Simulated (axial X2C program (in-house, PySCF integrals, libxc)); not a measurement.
## WC at several levels of theory

Computed with an axial X2C code built on PySCF integrals. Spin-free means the one-electron spin-free X2C Hamiltonian; two-component (2c) means X2C with spin–orbit coupling and atomic mean-field two-electron Coulomb and Gaunt terms, so the difference of the two also holds small scalar two-electron terms. Basis: W dyall-cv3z [13s14p9d7f4g], C dyall-v3z [7s6p2d1f] (cores contracted in-house); Gaussian nuclei, density fitting, unrestricted open shells. Masses: W 183.951 u, C 12.000 u.

State, spin-free: M_S = 1, Λ = 2 (beyond evenly filled blocks: σα, δ+α); electrons by block: σα: 16, σβ: 15, π+α: 8, π+β: 8, π-α: 8, π-β: 8, δ+α: 4, δ+β: 3, δ-α: 3, δ-β: 3, φ+α: 1, φ+β: 1, φ-α: 1, φ-β: 1. Fragments: W + C.

State, 2c: Ω = 1 (⟨Sz⟩ = -0.97, ⟨Lz⟩ = 1.97 at HF); electrons by block: 1/2: 23, -1/2: 24, 3/2: 12, -3/2: 11, 5/2: 4, -5/2: 4, 7/2: 1, -7/2: 1. Fragments: W + C.

```tsv
Hamiltonian	level	Re (Å)	ωe (cm⁻¹)	μ (D)
spin-free	PBE0	1.691	1036.7	-4.25
spin-free	HF	1.965	483.7	-2.02
spin-free	TPSSh	1.704	1006.4	-4.19
2c	HF	1.971	487.6	-1.95
2c	TPSSh	1.706	996.5	-4.18
```

Dipoles are positive if C is the positive end.

Occupations by symmetry block were frozen at the best pattern of an incomplete PBE0 search. De is not given where an atomic determinant may have missed its ground term or J level, or where the truncated virtual space spoils (T). Density functionals use the spin component along the axis (collinear). Other states lie close and PBE0, whose exact exchange favours high spin, may order them wrongly; the determinant shown need not be the ground state. The nearest other spin-free determinant of the search, M_S = 2, Λ = 0, lies 0.08 eV up at the distance of the search. The functionals have no current-density term, which raises determinants with orbital currents, atoms included. With several unpaired electrons one determinant need not be a pure state. The determinant is spin-polarised beyond a pure state at some levels (its spin-free form has ⟨S²⟩ too high), which makes Re and μ there less reliable.

No reliable constants came from CCSD (2c), CCSD (spin-free), CCSD(T) (2c), CCSD(T) (spin-free), MP2 (2c), MP2 (spin-free), PBE0 (2c): no minimum in range, unconverged points, a curve that is not smooth, a change of character along it, or the two Hamiltonians disagreeing along it.

Rough cost a point (2c) on 1 thread(s) of a shared host, integrals apart: HF 1.4 s, TPSSh 2 s.

The whole task took 6.5 min on 1 thread of Arm Neoverse V2, with other jobs on the host.
